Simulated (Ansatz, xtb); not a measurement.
**Relative energy of two isomers of C5H9FO**

Structure a is `CO[C@H]1C[C@@H](F)C1`, a singlet and structure b is `CO[C@@H]1CC[C@H]1F`, a singlet. Both are isolated molecules in the gas phase, relaxed with B3LYP-D3(BJ)/def2-SVP; the shapes shown needn't be the lowest conformers.

a (Å):

```xyz
16

C     2.1546    0.1111   -2.3217
C     0.7392   -1.1690   -0.9602
C     0.0022   -1.2967    0.3843
C    -1.2326   -1.7744   -0.3961
C    -0.6373   -1.1874   -1.6862
F    -2.4446   -1.2611    0.0058
O     1.5349   -0.0266   -1.0692
H     2.7607    1.0280   -2.2977
H     1.4178    0.1981   -3.1446
H     2.8190   -0.7471   -2.5496
H     1.3301   -2.0761   -1.2010
H    -0.1833   -0.2910    0.7894
H     0.4254   -1.9442    1.1650
H    -1.3271   -2.8728   -0.4264
H    -0.9976   -0.1559   -1.8176
H    -0.7513   -1.7507   -2.6234
```

b (Å):

```xyz
16

C     1.1333   -0.2142   -2.0629
C    -0.0712   -0.2095   -0.0558
C    -0.6992   -0.9829    1.1179
C    -1.8895    0.0121    1.0751
C    -1.4748    0.3413   -0.3671
F    -1.5709    1.6513   -0.7790
O     0.5923   -0.9767   -1.0100
H     0.3572    0.3652   -2.5985
H     1.8972    0.5012   -1.6979
H     1.6082   -0.9088   -2.7702
H     0.5619    0.6267    0.3084
H    -0.1176   -1.0589    2.0464
H    -0.9885   -1.9912    0.7871
H    -2.9044   -0.3730    1.2450
H    -1.7173    0.8844    1.7234
H    -1.9823   -0.2997   -1.1085
```

Energies in hartree; the thermal terms are from GFN2-xTB frequencies at re-optimised GFN2-xTB minima (ideal gas, soft modes damped towards free rotors, one conformer each, 298.15 K, 1 atm) and include the zero-point energy:

|  | a | b |
| --- | --- | --- |
| E, CCSD(T)/def2-SVP | −369.708797 | −369.710622 |
| E, MP2/def2-SVP | −369.612471 | −369.614388 |
| E, MP2/def2-TZVPP | −370.312150 | −370.313547 |
| zero-point energy | 0.132305 | 0.132422 |
| H(298 K) − E | 0.140568 | 0.140755 |
| G(298 K) − E | 0.100533 | 0.100596 |

Problem. Correct the CCSD(T) difference for the basis set by the MP2 change, then work out ΔE, ΔE₀, ΔH and ΔG for a → b in kcal/mol (1 Eh = 627.51 kcal/mol) and the equilibrium ratio [b]/[a].

Solution. 1. Differences b − a: CCSD(T) −0.001825, MP2 in the small set −0.001917, MP2 in the large set −0.001397 Eh.
2. ΔE = −0.001825 + (−0.001397 − (−0.001917)) = −0.001305 Eh = −0.82 kcal/mol.
3. ΔE₀ = ΔE + ΔZPE = −0.001305 + (+0.000117) Eh = −0.75 kcal/mol.
4. ΔH = ΔE + (+0.000187) Eh = −0.70 kcal/mol.
5. ΔG = ΔE + (+0.000063) Eh = −0.78 kcal/mol, so ΔS = (ΔH − ΔG)/T = +1.1 J/(mol K).
6. kT = 0.9442 mEh, so K = [b]/[a] = exp(−ΔG/kT) = exp(+1.32) ≈ 3.7.

The two are too close for this level to say which is favoured. An error of 1 kcal/mol in ΔG would change K by a factor of 5.4. Mirror images and further conformers aren't counted.

As drawn, both hold the same kinds of bond in the same numbers.

Other levels gave ΔE = −0.7 (GFN2-xTB); −0.4 (HF/STO-3G, GFN2-xTB geometries); −0.2 (r2SCAN-D4/def2-SVP, GFN2-xTB geometries); −0.8 (B3LYP-D3(BJ)/def2-SVP); −1.0 (HF/def2-SVP); −1.2 (MP2/def2-SVP); −1.1 (CCSD(T)/def2-SVP) kcal/mol. The correlated steps freeze 7 core orbitals. Programs: Ansatz 0.2.0, xtb 6.7.1.
